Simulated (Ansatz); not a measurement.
Consider the formal exchange of groups at a Ga–C bond: `[CH3][Ga]1[CH2][S]1` + `O[SiH3]` → `O[SiH2][Ga]1[CH2][S]1` + CH₄.

Calculated with Ansatz (gas phase, PBE0-D4/def2-TZVP geometries, no zero-point term in ΔE). CCSD(T)/CBS is the MP2 limit (def2-TZVPP, def2-QZVPP) plus CCSD(T) − MP2 in def2-TZVPP, frozen cores. This one scheme is used for every species. DFT in def2-TZVPP. B3LYP here is the variant with VWN-RPA as its local correlation; programs differ in this. For Ga outer-core shells are correlated without core-valence functions, which leaves a few kJ/mol of doubt a bond. Scalar relativity is left out up to krypton. One conformer a species, not always the lowest.

| level | ΔE (kcal/mol) | difference from CCSD(T)/CBS |
| --- | --- | --- |
| BLYP-D4 | -11.6 | -3.0 |
| B97M-V | -11.0 | -2.4 |
| B3LYP-D4 | -10.5 | -1.9 |
| B2PLYP | -8.7 | -0.1 |
| revPBE | -11.9 | -3.3 |
| BLYP | -10.9 | -2.3 |
| r2SCAN | -10.8 | -2.2 |
| PBE0 | -10.4 | -1.8 |
| B3LYP | -9.8 | -1.2 |
| BHLYP | -8.2 | 0.4 |
| MP2/def2-SVP | -7.4 | 1.2 |
| HF/def2-TZVPP | -5.9 | 2.7 |
| CCSD/def2-TZVPP | -7.4 | 1.2 |
| MP2/def2-QZVPP | -7.2 | 1.4 |
| SCS-MP2/def2-QZVPP | -6.8 | 1.8 |
| HF/CBS(def2) | -5.9 | 2.7 |
| CCSD(T)/CBS | -8.6 | 0 |

(1) What do rigid-rotor, harmonic-oscillator terms from PBE0-D4/def2-TZVP frequencies (298.15 K, 1 bar) make of the CCSD(T)/CBS value? (An estimate is asked.)

Largest T1 diagnostic among the species: 0.015.

Results:

(1) Ansatz gave: ΔZPE = +1.3 kcal/mol, ΔH = -6.7 kcal/mol, ΔS = -28 J/(mol·K), ΔG = -4.7 kcal/mol. Modes under 50 cm⁻¹ make the entropy rough.

The D4 term adds −0.7 kcal/mol with B3LYP and −0.4 kcal/mol with PBE0; it sums over pairs of atoms, weighted by their polarisabilities, and B3LYP, whose exchange is more repulsive, gets the larger term. From PBE to PBE0 (25 % exact exchange), in def2-TZVPP and without D4, ΔE moves by +1.5 kcal/mol. Leaving LDA and LC-ωPBE aside and taking each functional with its dispersion term where it has one, the values, not all of them listed here, spread over 4.3 kcal/mol, from PBE-D4 to ωB97X-V.
